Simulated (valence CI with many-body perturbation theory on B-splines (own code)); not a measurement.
Values are calculated unless marked as measured or tabulated.
Gd23+: what the settings do

Level of theory: configuration interaction combined with many-body perturbation theory (CI+MBPT): five valence electrons over a frozen Dirac-Fock core [Kr], a basis of 6 s, 6 p, 5 d, 5 f, 1 g functions for each j, with the one-electron correlation potential Σ1, the two-electron term Σ2, the three-electron term Σ3, Breit, model QED; selected CI, second order for the rest, scaled by the run's own slope (own B-spline code, finite nucleus).

No measured levels were compared; by estimate terms of the open shell hold to 2 to 4 % of their energy, and close levels can change places. Among the levels kept, up to 430 cm⁻¹ of a level comes from second order outside the variational space, and about a tenth of that is noise between levels of different J, which matters for small intervals. Only levels of the ground parity were solved; by the run's estimate the other parity begins above the list, which can be wrong where configurations are misplaced.

The reference run has the lowest level (4d3/2^4 4d5/2) J=5/2 and an ionisation energy of 762.130 eV. Its largest variational space holds 9990 state functions.

Levels are named by their leading jj configuration (3d3/2^4 stands for four electrons in 3d with j = 3/2), which in mixed levels can hold well under half, so a name can repeat and another be missing. Letters in brackets count levels of one name in rising energy.

Changed runs:
A. shift of the energy in Σ1 (hartree) 0 → 4.356
B. natural orbitals for correlation on → off; three-electron term on → off
C. Davidson tolerance 2e-05 → 0.001
D. scale of Σ1 1 → -1 (bad on purpose)

Excitation energies of the reference run in cm⁻¹, and shifts in cm⁻¹:

```
                      Level  Reference       A       B  C       D
(4d3/2^3 4d5/2^2) J=5/2 [a]      42028    +229   +1523  0    -360
(4d3/2^3 4d5/2^2) J=7/2 [a]      68648    +360   +2306  0    -590
(4d3/2^3 4d5/2^2) J=3/2 [a]      71328    +365   +2696  0    -573
   (4d3/2^3 4d5/2^2) J=11/2      73991    +382   +2101  0    -664
    (4d3/2^3 4d5/2^2) J=9/2      80674    +440   +2364  0    -741
(4d3/2^3 4d5/2^2) J=5/2 [b]      82585    +526   +2309  0    -862
    (4d3/2^3 4d5/2^2) J=1/2      87785    +498   +2923  0    -774
(4d3/2^3 4d5/2^2) J=7/2 [b]      99464    +449   +4023  0    -732
(4d3/2^2 4d5/2^3) J=5/2 [a]     108753    +746   +2720  0   -1175
(4d3/2^2 4d5/2^3) J=7/2 [a]     119315    +870   +2958  0   -1405
(4d3/2^3 4d5/2^2) J=3/2 [b]     122302    +627   +3980  0    -967
   (4d3/2^2 4d5/2^3) J=11/2     123000    +906   +2155  0   -1535
     Ionisation energy (eV)    762.130  +0.566  -0.129  0  -4.688
```

No effect on these energies: C.
